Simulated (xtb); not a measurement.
BCl₂HSe, SMILES ClB(Cl)[SeH]. All values are semi-empirical tight-binding results from xtb (GFN2-xTB unless named), good for trends rather than for accurate numbers. The structure is a stationary point at GFN2-xTB. The values are those of a single conformer.

Estimate the properties. (An estimate is asked for; the answer gives what the named calculation found.)


| Property | Value |
|---|---|
| point group as xtb finds it | Cs |
| orbital gap | 3.82 eV |
| zero-point energy | 8.0 kcal/mol |
| G − E(el) at 298.15 K (modified RRHO) | -11.5 kcal/mol |
| static polarisability (D4 model) | 67.3 bohr³ |
| solvation energy, GFN2-xTB/ALPB(water) | -2.0 kcal/mol |
| solvation energy, GFN2-xTB/ALPB(methanol) | -4.5 kcal/mol |
